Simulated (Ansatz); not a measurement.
Cost and result for the atomization energy of C2H6AlNO (11 atoms, 11 bonds).

```xyz
11

N     0.715   -0.680    0.502
C     0.318    0.313   -0.538
Al   -1.030   -1.155   -0.264
C     0.050    1.603    0.042
O     0.046    1.807    1.244
H     0.749   -0.176    1.391
H     1.589   -1.154    0.320
H     0.882    0.276   -1.464
H    -2.231   -0.878    0.720
H    -0.890   -2.364   -1.277
H    -0.200    2.408   -0.675
```

The species carries charge 0 and has multiplicity 1. The bonds changed during the relaxation, so this is another structure than the one it started from. Geometry: relaxed with PBE0-D4/def2-TZVP. It is one conformer, not always the lowest. Program: Ansatz. All runs use 4 threads of an Arm Neoverse V2 on a shared host. Times are those of one run each, without the atoms' runs, and a repeat can differ threefold. Electronic energies, without spin–orbit coupling; frozen cores. CCSD(T)/CBS adds CCSD(T) − MP2 in def2-TZVPP to the MP2 limit, and its time is that of the two runs behind it. T1 = 0.015. B3LYP takes the VWN-RPA correlation (the form of Gaussian; ORCA's B3LYP/G).

CCSD(T)/CBS is a level of theory with its own doubt, some kJ/mol a heavy atom from the limit and from the frozen cores, so smaller differences don't rank the functionals.

| level | functions | wall time | atomization (kJ/mol) | difference from CCSD(T)/CBS | per bond |
| --- | --- | --- | --- | --- | --- |
| PBE0-D4/def2-TZVPP | 250 | 2.2 s | 4036.3 | 13.7 | 1.2 |
| PBE-D4/def2-TZVPP (with forces) | 250 | 2.4 s | 4138.3 | 115.7 | 10.5 |
| B3LYP-D4/def2-TZVPP (with forces) | 250 | 3.3 s | 4033.3 | 10.7 | 1.0 |
| r2SCAN-D4/def2-TZVPP (with forces) | 250 | 3.5 s | 4042.9 | 20.3 | 1.8 |
| B2PLYP/def2-TZVPP | 250 | 4.2 s | 3985.3 | -37.3 | -3.4 |
| ωB97X-V/def2-TZVPP | 250 | 6 s | 4044.9 | 22.3 | 2.0 |
| ωB97M-V/def2-TZVPP (with forces) | 250 | 8.5 s | 4045.2 | 22.6 | 2.1 |
| MP2/def2-QZVPP | 478 | 16 s | 4053.1 | 30.5 | 2.8 |
| CCSD(T)/def2-TZVPP | 250 | 92 s | 3908.0 | -114.6 | -10.4 |
| CCSD(T)/CBS(def2) | – | 110 s | 4022.6 | 0.0 | 0.0 |

From PBE to PBE0 (25 % exact exchange), in def2-TZVPP and without D4, the atomization energy moves by −98.5 kJ/mol: exact exchange takes away binding that semilocal exchange gives to molecules. In def2-TZVPP, CCSD(T) changes the Hartree–Fock value by +1111.5 kJ/mol (the triples alone add +72.1 kJ/mol) and MP2 by +1188.6 kJ/mol; breaking electron pairs costs correlation energy, which Hartree–Fock lacks. The D4 term adds +35.2 kJ/mol with B3LYP and +18.3 kJ/mol with PBE0; it sums over pairs of atoms, weighted by their polarisabilities, and B3LYP, whose exchange is more repulsive, gets the larger term.
